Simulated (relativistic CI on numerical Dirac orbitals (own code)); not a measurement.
## Sc2+ in a cubic cluster: 2p photoemission with charge transfer

Computed with a charge-transfer multiplet model of a cubic metal-ligand cluster with up to 2 ligand holes, Slater and spin-orbit integrals from Dirac-Coulomb-Breit ions, Slater integrals scaled by 0.7. The parameters are those of a tetrahedral site (10Dq negative, t2 hopping the larger). The ground state mixes d1 with configurations of k ligand holes L, whose averages lie at kΔ + k(k − 1)U_dd/2; a core hole lowers each added d electron by U_cd. 20 K, Lorentzian 0.6 eV and Gaussian 0.8 eV FWHM.

Atomic integrals in eV (Slater integrals scaled, ζ unscaled), ground: F2dd 4.121, F4dd 2.525, zeta_d 0.008; with the core hole: F2dd 4.121, F4dd 2.525, zeta_d 0.020, zeta_core 3.005, F2cd 3.598, G1cd 2.586, G3cd 1.465. Where a configuration has fewer than two d electrons, the dd integrals are those of d2.

Cluster parameters (eV): U_dd = 3.7, U_cd = 4.3, 10Dq = -0.35, 10Dq(ligand) = 0, V(eg) = 0.7, V(t2g) = -1.19, final-state hopping factor = 1.

```
      Case   n_d    d1   d2L  d3L2     S
Δ = 7.8 eV  1.14  0.87  0.13  0.01  0.50
Δ = 8.8 eV  1.11  0.89  0.11  0.00  0.50
Δ = 9.8 eV  1.09  0.91  0.09  0.00  0.50
```

Weights, n_d and S are thermal averages at 20 K. Binding energies count from the first peak over 30 % of the highest in each spectrum, which can be another peak from case to case. The parameters are a model scan and need not match a compound or its usual spin state. Peaks in eV (height, largest 100):
- Δ = 7.8 eV: 0.0 (100), 4.7 (53)
- Δ = 8.8 eV: 0.0 (100), 4.6 (55)
- Δ = 9.8 eV: 0.0 (100), 4.7 (57)

For the case Δ = 8.8 eV, Δ = 8.8 eV is larger than U_dd = 3.7 eV, the Mott-Hubbard side of the Zaanen-Sawatzky-Allen scheme. With the core hole the configuration with one ligand hole lies at Δ − U_cd = 3.5, 4.5, 5.5 eV from the one without, in the order of the table; where this is negative the screened configuration lies lower, though the effective hopping of about 3.1 eV (from the holes of the mixed ground state) mixes the two strongly wherever it is as large as the gap.
